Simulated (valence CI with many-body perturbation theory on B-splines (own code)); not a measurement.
# Ce17+: magnetic and hyperfine properties of the levels

Computed by relativistic CI+MBPT: five valence electrons over a frozen Dirac-Fock core [Kr], radial functions for each j: 7 s, 7 p, 8 d, 6 f, 4 g, 1 h, with the one-electron correlation potential Σ1 (screened to all orders), the two-electron term Σ2, the three-electron term Σ3, Breit, model QED; selected single and double excitations, second order for the rest, scaled by the run's own slope (own B-spline code, finite nucleus).

No measured spectrum was set against this ion. As an estimate, terms of the open shell hold to 2 to 4 % of their energy, and close levels can change places. Among the levels kept, up to 460 cm⁻¹ of a level comes from second order outside the variational space, and about a tenth of that is noise between levels of different J, which matters for small intervals. The list stops below the first excitations out of the core.

A/g_I is the dipole constant over the nuclear g factor μ/I (μ in nuclear magnetons, uniformly magnetised nucleus), B/Q the quadrupole constant per barn. Both hold the static response of the core; the bare values leave it out. Large factors of s and p1/2 electrons are usually good to 5 to 10 %; those of open d and f shells near neutrality can be off by tens of per cent, and small factors of p3/2, d and f electrons come from cancelling terms and can be off by a factor of two or in sign, in half-filled shells by more. B is blank for J = 1/2, where it vanishes, and for nearly pure S terms. Energies count from the lowest level.

Names give the largest LS component (configuration and term), which can be under half, so a name can repeat, a term be missing and a line seem to break the LS rules; names also repeat where a configuration has a term twice. Letters in brackets count levels of one name in rising energy.

| Level | E (cm⁻¹) | g | A/g_I (MHz) | A/g_I bare | B/Q (MHz/b) | B/Q bare |
| --- | --- | --- | --- | --- | --- | --- |
| 4d⁵ ⁶S_5/2 | 0.0 | 1.882 | -583 | 503 | 643 | 592 |
| 4d⁵ ⁴G_5/2 [a] | 35020 | 1.058 | 2930 | 2920 | 4770 | 4520 |
| 4d⁵ ⁴G_7/2 | 50356 | 1.109 | 3280 | 3340 | 4580 | 4340 |
| 4d⁵ ⁴D_3/2 [a] | 52628 | 1.328 | 3160 | 3510 | 4140 | 3930 |
| 4d⁵ ⁴G_11/2 | 53533 | 1.199 | 3620 | 3790 | -74.9 | -87.3 |
| 4d⁵ ⁴G_5/2 [b] | 56374 | 1.078 | 3130 | 3140 | 1700 | 1620 |
| 4d⁵ ⁴G_9/2 | 56975 | 1.166 | 3350 | 3490 | 3740 | 3550 |
| 4d⁵ ⁴P_1/2 | 61944 | 1.729 | -1310 | -426 |  |  |
| 4d⁵ ⁴D_7/2 | 70315 | 1.254 | 2700 | 2950 | 201 | 193 |
| 4d⁵ ²D_5/2 [a] | 74436 | 1.250 | 2780 | 3020 | -300 | -289 |
| 4d⁵ ²I_11/2 | 80863 | 1.017 | 4170 | 4100 | 378 | 361 |
| 4d⁵ ²F_7/2 [a] | 81729 | 1.136 | 3810 | 3900 | -5080 | -4820 |
| 4d⁵ ⁴D_1/2 | 83074 | 0.842 | 7520 | 7220 |  |  |
| 4d⁵ ⁴D_3/2 [b] | 85314 | 1.163 | 5080 | 5210 | -3500 | -3330 |
| 4d⁵ ²G_9/2 [a] | 87115 | 1.155 | 3330 | 3450 | -603 | -583 |
| 4d⁵ ⁴F_3/2 | 89277 | 0.865 | 4910 | 4640 | 415 | 398 |
| 4d⁵ ²I_13/2 | 89544 | 1.075 | 4180 | 4190 | -4.45 | 2.31 |
| 4d⁵ ²F_5/2 [a] | 94030 | 1.018 | 4170 | 4100 | -800 | -743 |
| 4d⁵ ²H_9/2 | 104830 | 1.107 | 3770 | 3820 | 707 | 672 |
| 4d⁵ ⁴F_5/2 | 107270 | 1.092 | 3810 | 3840 | -899 | -854 |
| 4d⁵ ²G_7/2 [a] | 107530 | 0.996 | 5060 | 4970 | -346 | -326 |
| 4d⁵ ²F_5/2 [b] | 114260 | 1.095 | 2710 | 2740 | -1090 | -1040 |
| 4d⁵ ²D_3/2 [a] | 114980 | 0.745 | 6730 | 6300 | 13.9 | 26.1 |
| 4d⁵ ²F_7/2 [b] | 119170 | 1.085 | 4350 | 4370 | 1710 | 1630 |
| 4d⁵ ²S_1/2 | 122330 | 1.929 | -1970 | -827 |  |  |
| 4d⁵ ⁴F_7/2 | 125370 | 1.189 | 3010 | 3170 | -6920 | -6570 |
| 4d⁵ ²G_9/2 [b] | 128390 | 1.092 | 3820 | 3860 | 1980 | 1890 |
| 4d⁵ ²H_11/2 | 129770 | 1.066 | 4100 | 4100 | -303 | -261 |
| 4d⁵ ²D_3/2 [b] | 139010 | 0.838 | 4890 | 4590 | -3780 | -3590 |
| 4d⁵ ²D_5/2 [b] | 144680 | 1.100 | 3730 | 3780 | 2600 | 2480 |
| 4d⁵ ²G_9/2 [c] | 152570 | 1.110 | 3660 | 3720 | -5810 | -5510 |
| 4d⁵ ²D_5/2 [c] | 153530 | 1.110 | 3160 | 3210 | -2420 | -2280 |
| 4d⁵ ²G_7/2 [b] | 160110 | 0.936 | 4980 | 4800 | 5860 | 5570 |
| 4d⁵ ²P_3/2 | 169500 | 1.239 | 3290 | 3520 | -3680 | -3500 |
| 4d⁵ ²P_1/2 | 183260 | 0.830 | 354 | 31.4 |  |  |
| 4d⁵ ²D_5/2 [d] | 199740 | 1.190 | 2780 | 2950 | -4200 | -3990 |
| 4d⁵ ²D_3/2 [c] | 206160 | 0.878 | 6790 | 6540 | 6400 | 6080 |
